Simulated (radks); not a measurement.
Q: Valence configurations of Ir III (all share [Xe]). Calculated with a radial shooting solver on a logarithmic mesh with Libxc functionals: Dirac Kohn-Sham, PBEsol, spin-unpolarised, spherical densities, finite nucleus; open shells are shared between the two j in proportion to 2j + 1; Fermi nuclear charge, rms radius 5.4032 fm. Order these by energy: 4f13.5 5d7.5; 4f13 5d7 6p1; 4f13 5d7 6s1; 4f14 5d6 6p1; 4f12 5d9; 4f14 5d6.5 6p0.5; 4f13.5 5d7 6s0.5; 4f14 5d6 6s1; 4f12 5d7 6s2; 4f14 5d7.

A: From the lowest, in eV above it: 4f14 5d7 0.000; 4f14 5d6 6s1 3.523; 4f14 5d6.5 6p0.5 5.443; 4f14 5d6 6p1 11.392; 4f13.5 5d7.5 28.776; 4f13.5 5d7 6s0.5 30.682; 4f13 5d7 6s1 64.589; 4f13 5d7 6p1 72.645; 4f12 5d9 129.42; 4f12 5d7 6s2 142.51. NIST lists [Xe] 4f14 5d7 as the ground configuration; this level of theory agrees among the configurations tried. The energies are those of spherical spin-averaged densities, not of single terms.
